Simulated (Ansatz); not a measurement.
`CO[SiH2][O][GeH3]` and `CO[SiH2]S` differ in one atom or group.

Ansatz, PBE0-D4/def2-TZVP geometries, multiplicity 1. Each molecule was computed in one conformer, which needn't be the lowest.

Scalar relativity is left out up to krypton.

```tsv
property	`CO[SiH2][O][GeH3]`
LUMO energy (PBE/def2-TZVPP) / eV	-0.78
HOMO energy (ωB97M-V/def2-TZVPP) / eV	-10.34
size of the dipole moment (B3LYP/def2-TZVPP) / D	1.32
HOMO energy (B3LYP/def2-TZVPP) / eV	-7.81
HOMO–LUMO gap (PBE0/def2-TZVPP) / eV	8.14
size of the dipole moment (ωB97M-V/def2-TZVPP) / D	1.34
```

**Question.** Give the same properties after the change, and the shifts. (Estimate.)

**Answer.** Ansatz gave: 
```json
{"property": "LUMO energy (PBE/def2-TZVPP) / eV", "`CO[SiH2]S`": "-0.52", "shift": "0.26"}
{"property": "HOMO energy (ωB97M-V/def2-TZVPP) / eV", "`CO[SiH2]S`": "-9.85", "shift": "0.49"}
{"property": "size of the dipole moment (B3LYP/def2-TZVPP) / D", "`CO[SiH2]S`": "1.91", "shift": "0.59"}
{"property": "HOMO energy (B3LYP/def2-TZVPP) / eV", "`CO[SiH2]S`": "-7.37", "shift": "0.44"}
{"property": "HOMO–LUMO gap (PBE0/def2-TZVPP) / eV", "`CO[SiH2]S`": "8.04", "shift": "-0.10"}
{"property": "size of the dipole moment (ωB97M-V/def2-TZVPP) / D", "`CO[SiH2]S`": "1.93", "shift": "0.59"}
```

With PBE0 the HOMO rises by 0.37 eV and the LUMO rises by 0.27 eV, so the gap narrows by about 0.10 eV. PBE moves the HOMO by 0.13 eV and ωB97M-V by 0.49 eV. Dipoles are sizes alone; their direction can turn.

B3LYP here is the variant with VWN-RPA as its local correlation; programs differ in this.
